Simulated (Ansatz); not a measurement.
A made-up structure of MgHTeI, singlet:

Te1  (-1.704, -0.065, 0.209)
Mg2  (0.417, -0.334, 0.372)
I3  (2.475, -0.607, 0.545)
H4  (-1.188, 1.006, -1.127)
(Å)

It is relaxed with PBE-D4/def2-SVP and then PBE0-D4/def2-TZVP (Ansatz 0.2.0). Atoms count as bonded within 1.22 times the sum of their covalent radii (H–H: 0.88 Å). The end point is not checked to be a true minimum.

Q: Does its bonding change? (A judgement: the text doesn't fix the answer.)

A: By the calculation: No: no bond forms or breaks.

Where it ends: The first stage lowers the energy by 3.41 eV in 7 steps. It ends as MgHTeI ([TeH][Mg][I]):
| atom | x (Å) | y (Å) | z (Å) |
| --- | --- | --- | --- |
| Te1 | -2.0068 | 0.0620 | 0.0793 |
| Mg2 | 0.5528 | -0.3571 | 0.3900 |
| I3 | 3.0378 | -0.7737 | 0.7035 |
| H4 | -1.5838 | 1.0688 | -1.1728 |

Labels in which every atom is bracketed show which atoms are joined, not bond orders.

For scale, one of the runs: PBE0-D4/def2-TZVP relaxation, 138 basis functions, launched by `ansatz run in.yaml --threads 2 --pin off --events-out ev --progress --plain --max-ram 4352MiB`. Hardware: 2 CPU threads of an Arm Neoverse V1, shared host. Wall time about 19 s.
